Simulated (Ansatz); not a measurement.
Reaction (β-hydride elimination): `COB(F)O[SiH3]` → `FBO[SiH3]` + `C=O`

Calculated with Ansatz (gas phase, PBE0-D4/def2-TZVP geometries, no zero-point term in ΔE). CCSD(T)/CBS adds triple-zeta CCSD(T) − MP2 to the extrapolated MP2 energy (def2 sets, frozen cores). This one scheme is used for every species. DFT in def2-TZVPP. B3LYP here is the variant with VWN-RPA as its local correlation; programs differ in this. HSE06 is defined as in plane-wave codes. One conformer a species, not always the lowest.

`COB(F)O[SiH3]`:

Z-matrix (Å, degrees):
```
C
O 1 1.414
H 1 1.091 2 108.8
H 1 1.091 2 108.8 3 -118.4
H 1 1.091 2 111.7 3 120.8
B 2 1.352 1 123.0 3 -120.2
O 6 1.351 2 120.4 1 180.0
F 6 1.334 2 121.1 1 -0.1
Si 7 1.654 6 130.3 2 -0.0
H 9 1.481 7 106.4 6 -180.0
H 9 1.484 7 110.4 6 -60.7
H 9 1.484 7 110.4 6 60.8
```

`FBO[SiH3]`:

Cartesian coordinates in Å:
```
F 0.936 1.003 2.372
B 0.341 0.212 1.494
O 0.363 0.566 0.200
Si -0.236 -0.110 -1.187
H -0.192 -0.786 1.891
H 0.903 -0.375 -2.096
H -0.947 -1.374 -0.872
H -1.168 0.863 -1.803
```

`C=O`:

```xyz
4

C     0.001    0.003    0.003
O    -0.213   -0.833   -0.823
H    -0.231   -0.157    1.076
H     0.443    0.986   -0.256
```

```
             level  ΔE (kJ/mol)  difference from CCSD(T)/CBS
       LDA (SPW92)        281.1                         46.2
            PBE-D4        229.9                         -5.0
         revPBE-D4        220.5                        -14.4
           BLYP-D4        211.7                        -23.2
            B97M-V        239.9                          5.0
           PBE0-D4        246.3                         11.4
          B3LYP-D4        228.9                         -6.0
        r2SCAN0-D4        255.6                         20.7
          HSE06-D4        246.1                         11.2
          BHLYP-D4        246.2                         11.3
      CAM-B3LYP-D4        241.6                          6.7
           ωB97X-V        237.9                          3.0
           ωB97M-V        237.2                          2.3
            B2PLYP        223.6                        -11.3
          PBE-QIDH        248.9                         14.0
               PBE        222.1                        -12.8
            revPBE        197.9                        -37.0
            r2SCAN        241.9                          7.0
              PBE0        239.5                          4.6
             B3LYP        216.7                        -18.2
           r2SCANh        246.4                         11.5
           r2SCAN0        253.0                         18.1
             HSE06        239.8                          4.9
             BHLYP        237.2                          2.3
         CAM-B3LYP        234.7                         -0.2
           LC-ωPBE        242.6                          7.7
RPA@PBE/def2-TZVPP        214.2                        -20.7
       HF/def2-SVP        234.3                         -0.6
      MP2/def2-SVP        237.1                          2.2
     CCSD/def2-SVP        232.9                         -2.0
  CCSD(T)/def2-SVP        229.9                         -5.0
    MP2/def2-TZVPP        235.7                          0.8
SCS-MP2/def2-TZVPP        224.0                        -10.9
   CCSD/def2-TZVPP        232.0                         -2.9
CCSD(T)/def2-TZVPP        230.5                         -4.4
     HF/def2-QZVPP        218.7                        -16.2
SCS-MP2/def2-QZVPP        226.3                         -8.6
      HF/CBS(def2)        218.7                        -16.2
     MP2/CBS(def2)        240.2                          5.3
    CCSD/CBS(def2)        236.5                          1.6
       CCSD(T)/CBS        234.9                            0
```

Problem. What do rigid-rotor, harmonic-oscillator terms from PBE0-D4/def2-TZVP frequencies (298.15 K, 1 bar) make of the CCSD(T)/CBS value? (Estimate.)

Solution. Computed: ΔZPE = -21.3 kJ/mol, ΔH = +217.0 kJ/mol, ΔS = 152 J/(mol·K), ΔG = +171.7 kJ/mol. Modes under 50 cm⁻¹ make the entropy rough.

Largest T1 diagnostic among the species: 0.015.

From r2SCAN to r2SCAN0 (25 % exact exchange), in def2-TZVPP and without D4, ΔE moves by +11.1 kJ/mol. In def2-TZVPP, CCSD(T) changes the Hartree–Fock value by +11.2 kJ/mol (the triples alone add −1.6 kJ/mol) and MP2 by +16.5 kJ/mol. At CCSD(T), def2-SVP lies −5.0 kJ/mol from the extrapolated value and def2-TZVPP −4.5 kJ/mol.
